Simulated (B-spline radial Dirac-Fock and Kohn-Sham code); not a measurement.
# Elastic scattering of 100 eV electrons by the free molybdenum atom

Model: relativistic (Dirac) partial waves in the static field of the Dirac-Fock atom with Furness-McCarthy exchange, without polarisation or absorption potentials. Program: a B-spline atomic structure program. Below a few hundred eV the neglected polarisation potential matters, most of all at small angles.

| θ (°) | dσ/dΩ (Å²/sr) | Sherman function |
| --- | --- | --- |
| 0 | 22.1 | 0.000 |
| 1 | 21.9 | 0.000 |
| 2 | 21.6 | 0.000 |
| 3 | 21.1 | 0.000 |
| 5 | 19.6 | 0.001 |
| 7 | 17.6 | 0.001 |
| 10 | 14.3 | 0.002 |
| 15 | 9.57 | 0.003 |
| 20 | 6.29 | 0.006 |
| 25 | 4.08 | 0.009 |
| 30 | 2.51 | 0.014 |
| 40 | 0.611 | 0.025 |
| 50 | 0.0653 | -0.063 |
| 60 | 0.288 | -0.051 |
| 70 | 0.559 | -0.026 |
| 80 | 0.510 | -0.016 |
| 90 | 0.240 | -0.009 |
| 100 | 0.0317 | 0.019 |
| 110 | 0.0135 | -0.022 |
| 120 | 0.0880 | -0.029 |
| 130 | 0.110 | -0.035 |
| 140 | 0.0677 | -0.051 |
| 150 | 0.0788 | -0.025 |
| 160 | 0.222 | -0.002 |
| 170 | 0.424 | 0.000 |
| 180 | 0.520 | 0.000 |

**Question.** What integrated cross sections go with this distribution?

**Answer.** The total elastic cross section is 9.47 Å², the first transport cross section 2.56 Å² and the second, weighted with (3/2) sin²θ, 3.94 Å². The mean deflection is ⟨1 − cos θ⟩ = 0.270, and 6.3 % of the collisions scatter beyond 90°.

On this grid of angles the cross section has minima near 50°, 110°, 140°, from interference among the few low partial waves with large phase shifts.

Values without a named source are computed, but for edge energies of neutral atoms, which are taken from tables.
